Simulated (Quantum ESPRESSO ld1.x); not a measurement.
Species: Dy2+. Configuration: [Xe] 4f9.5 6s0.5 (fractional occupations, a model configuration). All-electron calculation, scalar-relativistic Kohn-Sham, LDA (Slater exchange, Perdew-Zunger correlation), spin-polarised, spherical densities, point nucleus; open shells are filled with parallel spins first. Program: ld1.x of Quantum ESPRESSO 7.5.

Unscreened Slater integrals over Kohn-Sham orbitals (cm^-1). They are taken over the spin-up orbitals.

integral    value
F0(6s,6s)   60239
F0(6s,4f)   78171
G3(6s,4f)  3264.6
F0(6s,5p)   73916
G1(6s,5p)  6547.6
F0(6s,5s)   75308
G0(6s,5s)  3564.2
F0(4f,4f)  249400
F2(4f,4f)  116300
F4(4f,4f)   72538
F6(4f,4f)   52065
F0(4f,5p)  157440
F2(4f,5p)   54100
G2(4f,5p)   28871
G4(4f,5p)   22071
F0(4f,5s)  177940
G3(4f,5s)   33875
F0(5p,5p)  131320
F2(5p,5p)   70528
F0(5p,5s)  141010
G1(5p,5s)   93798
F0(5s,5s)  153840

Derived for the open shells (J is the average intra-shell exchange parameter used in DFT+U). 4f: F4/F2 = 0.624, F6/F2 = 0.448, J = (286 F2 + 195 F4 + 250 F6)/6435 = 9390 cm^-1.
